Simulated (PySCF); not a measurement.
Record of a relaxation.

Compound: cyclo-(GeH2)3.
Bonds: Ge1–Ge4, Ge1–Ge7, Ge4–Ge7. Hydrogens: H2, H3 on Ge1; H5, H6 on Ge4; H8, H9 on Ge7.

Computed by this run: PBE0-D3(BJ)/def2-SVP geometry optimisation, gas phase (PySCF); density fitting, grid level 1; the optimiser is geomeTRIC in internal coordinates, started from a GFN2-xTB structure with every atom displaced at random (about 0.03 Å). The frame can shift and turn from step to step; on so coarse a grid that alone can change the energy by a few meV, and forces under 0.02 eV/Å are noise.

Step 0: E = -169608.0402 eV, largest atomic force 3.120 eV/Å
```
atom  x, y, z in Å  |  force x, y, z in eV/Å
Ge1    -0.387   -0.953    1.143    0.217   1.640  -0.576
H2      0.413   -0.630    2.407   -0.004   0.356   0.466
H3      0.055   -2.346    0.935    0.153  -1.492  -0.452
Ge4    -0.900    0.831   -0.761   -2.798  -0.890   1.055
H5     -2.205   -0.102   -1.266    1.420   0.526  -0.058
H6     -1.937    1.651    0.227    1.185  -0.123  -0.528
Ge7     1.480    0.048   -0.374   -0.191   0.844  -0.931
H8      1.673   -0.134   -1.942   -0.029  -0.472   0.491
H9      1.940    1.565   -0.394    0.046  -0.389   0.532
```

Step 1: E = -169608.6104 eV, largest atomic force 1.136 eV/Å
```
atom  x, y, z in Å  |  force x, y, z in eV/Å
Ge1    -0.365   -0.916    1.114    0.856   0.098  -0.263
H2      0.409   -0.534    2.415   -0.264   0.058  -0.025
H3      0.057   -2.399    0.859   -0.268   0.129  -0.041
Ge4    -0.979    0.801   -0.724   -0.583  -0.625   0.748
H5     -2.111   -0.112   -1.262    0.190  -0.128  -0.414
H6     -1.862    1.640    0.237    0.310   0.366   0.038
Ge7     1.432    0.084   -0.405   -0.440   0.577  -0.515
H8      1.628   -0.193   -1.924    0.066  -0.347   0.131
H9      1.923    1.560   -0.335    0.132  -0.129   0.340
```

Step 2: E = -169608.8821 eV, largest atomic force 0.908 eV/Å
```
atom  x, y, z in Å  |  force x, y, z in eV/Å
Ge1    -0.302   -0.887    1.084    0.812  -0.403  -0.045
H2      0.404   -0.465    2.407   -0.273  -0.066  -0.064
H3      0.049   -2.397    0.800   -0.295   0.405   0.136
Ge4    -1.053    0.747   -0.658    0.292  -0.346   0.480
H5     -2.077   -0.171   -1.303   -0.259  -0.184  -0.403
H6     -1.809    1.674    0.287   -0.089   0.396   0.084
Ge7     1.383    0.132   -0.450   -0.476   0.397  -0.301
H8      1.605   -0.262   -1.922    0.131  -0.189  -0.024
H9      1.934    1.560   -0.271    0.157  -0.010   0.137
```

Step 3: E = -169609.1058 eV, largest atomic force 0.819 eV/Å
```
atom  x, y, z in Å  |  force x, y, z in eV/Å
Ge1    -0.195   -0.883    1.069    0.587  -0.568   0.058
H2      0.390   -0.444    2.428   -0.192  -0.094   0.018
H3      0.028   -2.406    0.788   -0.208   0.349   0.189
Ge4    -1.126    0.674   -0.561    0.236  -0.221   0.148
H5     -2.083   -0.211   -1.373   -0.117   0.165  -0.080
H6     -1.778    1.746    0.316   -0.162   0.148  -0.121
Ge7     1.321    0.206   -0.523   -0.451   0.259  -0.161
H8      1.608   -0.318   -1.934    0.159  -0.060  -0.046
H9      1.968    1.566   -0.235    0.149   0.022  -0.006
```

Step 4: E = -169609.3168 eV, largest atomic force 0.396 eV/Å
```
atom  x, y, z in Å  |  force x, y, z in eV/Å
Ge1    -0.025   -0.914    1.064    0.366  -0.150   0.023
H2      0.353   -0.507    2.486   -0.080   0.040   0.160
H3     -0.003   -2.428    0.853   -0.109  -0.110   0.016
Ge4    -1.212    0.566   -0.421    0.301   0.112   0.068
H5     -2.084   -0.142   -1.440   -0.278  -0.038  -0.158
H6     -1.771    1.824    0.238   -0.177   0.075  -0.019
Ge7     1.209    0.320   -0.630   -0.222   0.061  -0.029
H8      1.650   -0.349   -1.932    0.102  -0.042  -0.056
H9      2.014    1.561   -0.244    0.096   0.053  -0.004
```

Step 5: E = -169609.3251 eV, largest atomic force 0.476 eV/Å
```
atom  x, y, z in Å  |  force x, y, z in eV/Å
Ge1     0.128   -0.930    1.053    0.111  -0.144   0.272
H2      0.342   -0.575    2.528   -0.035   0.158   0.045
H3     -0.009   -2.446    0.927   -0.076  -0.144  -0.147
Ge4    -1.270    0.493   -0.315   -0.215   0.196  -0.377
H5     -2.138   -0.062   -1.461    0.027  -0.089   0.132
H6     -1.811    1.847    0.156   -0.031   0.013   0.162
Ge7     1.119    0.404   -0.710    0.334   0.000  -0.114
H8      1.711   -0.340   -1.912   -0.071  -0.081  -0.060
H9      2.059    1.539   -0.291   -0.045   0.091   0.087
```

Step 6: E = -169609.3593 eV, largest atomic force 0.139 eV/Å
```
atom  x, y, z in Å  |  force x, y, z in eV/Å
Ge1     0.071   -0.930    1.065    0.092   0.057  -0.020
H2      0.338   -0.535    2.527   -0.052   0.029  -0.039
H3     -0.014   -2.454    0.892   -0.050   0.007  -0.030
Ge4    -1.244    0.540   -0.379    0.129  -0.041  -0.034
H5     -2.138   -0.112   -1.452    0.022   0.069   0.116
H6     -1.811    1.844    0.212   -0.021  -0.094  -0.031
Ge7     1.180    0.367   -0.681   -0.085  -0.007   0.004
H8      1.699   -0.355   -1.936   -0.009   0.018   0.046
H9      2.052    1.565   -0.272   -0.026  -0.039  -0.013
```

Step 7: E = -169609.3634 eV, largest atomic force 0.105 eV/Å
```
atom  x, y, z in Å  |  force x, y, z in eV/Å
Ge1     0.078   -0.923    1.058    0.072  -0.049   0.058
H2      0.328   -0.523    2.519   -0.025   0.029   0.000
H3     -0.024   -2.445    0.886   -0.031   0.003  -0.023
Ge4    -1.237    0.535   -0.375    0.099   0.016  -0.013
H5     -2.135   -0.116   -1.434   -0.049   0.006   0.002
H6     -1.810    1.829    0.219   -0.032  -0.016  -0.005
Ge7     1.179    0.367   -0.685   -0.035   0.019  -0.024
H8      1.700   -0.357   -1.934    0.003  -0.005   0.005
H9      2.051    1.563   -0.278   -0.002  -0.003   0.001
```

Step 8: E = -169609.3650 eV, largest atomic force 0.075 eV/Å
```
atom  x, y, z in Å  |  force x, y, z in eV/Å
Ge1     0.092   -0.921    1.058    0.018  -0.048   0.055
H2      0.322   -0.514    2.520   -0.003   0.022  -0.001
H3     -0.031   -2.443    0.888   -0.008   0.010  -0.019
Ge4    -1.233    0.532   -0.372    0.038  -0.009  -0.019
H5     -2.143   -0.118   -1.423   -0.022   0.003  -0.001
H6     -1.813    1.822    0.221   -0.016   0.012   0.003
Ge7     1.179    0.370   -0.694   -0.008   0.014  -0.018
H8      1.705   -0.360   -1.936    0.000  -0.009  -0.006
H9      2.055    1.563   -0.287    0.002   0.006   0.004
```

Step 9: E = -169609.3653 eV, largest atomic force 0.028 eV/Å
```
atom  x, y, z in Å  |  force x, y, z in eV/Å
Ge1     0.099   -0.921    1.060   -0.005  -0.013   0.024
H2      0.322   -0.506    2.521    0.005   0.009  -0.003
H3     -0.033   -2.441    0.891    0.002   0.007  -0.009
Ge4    -1.231    0.530   -0.372    0.003  -0.005   0.003
H5     -2.148   -0.119   -1.416   -0.010  -0.001  -0.005
H6     -1.815    1.820    0.221    0.003   0.003  -0.002
Ge7     1.179    0.370   -0.699    0.005   0.005  -0.007
H8      1.705   -0.366   -1.938   -0.001  -0.005  -0.002
H9      2.055    1.563   -0.294   -0.001   0.000   0.001
```

Step 10: E = -169609.3654 eV, largest atomic force under 0.02 eV/Å
```
atom  x, y, z in Å  |  force x, y, z in eV/Å
Ge1     0.100   -0.920    1.063   -0.006   0.006   0.004
H2      0.326   -0.499    2.522    0.004   0.002  -0.001
H3     -0.033   -2.440    0.893    0.003   0.002  -0.001
Ge4    -1.230    0.529   -0.371   -0.009  -0.014  -0.002
H5     -2.152   -0.121   -1.412    0.002   0.001   0.002
H6     -1.814    1.820    0.219    0.004   0.007   0.002
Ge7     1.178    0.368   -0.701    0.004  -0.001  -0.002
H8      1.703   -0.370   -1.939   -0.001  -0.003  -0.001
H9      2.054    1.563   -0.299   -0.001   0.000  -0.001
```

Task: Summarise the path.

Result: The energy falls by 30.56 kcal/mol from step 0 to step 10; nine tenths of that is first reached at step 4. It falls at every step. The largest force goes from 3.120 to under 0.02 eV/Å. Among the bonds Ge1–Ge4 changes most, from 2.659 to 2.435 Å; the atoms move by 0.346 Å rms after alignment.

Task: Follow the three bonds and two angles with the largest change from start to end.

Result: 
```csv
step,E above end (kcal/mol),largest force (eV/Å),Ge1–Ge4 (Å),Ge1–Ge7 (Å),Ge4–H5 (Å),Ge4–Ge7–H9 (°),Ge1–Ge4–H5 (°)
0,30.56,3.120,2.659,2.606,1.681,88.6,89.6
1,17.41,1.136,2.589,2.556,1.551,92.1,91.7
2,11.15,0.908,2.503,2.497,1.519,97.4,95.9
3,5.99,0.819,2.439,2.454,1.536,104.5,102.9
4,1.12,0.396,2.409,2.433,1.517,114.8,114.2
5,0.93,0.476,2.418,2.423,1.541,122.2,122.3
6,0.14,0.139,2.444,2.441,1.542,118.2,117.9
7,0.05,0.105,2.431,2.433,1.533,118.3,118.0
8,0.01,0.075,2.432,2.432,1.534,118.6,118.2
9,0.00,0.028,2.434,2.434,1.535,118.6,118.3
10,0.00,under 0.02,2.435,2.435,1.535,118.5,118.4
```

The cost below is that of the whole optimisation. Hardware: Arm Neoverse V1, one thread (shared host). Cost: 99 s wall, 0.53 GiB resident at most.
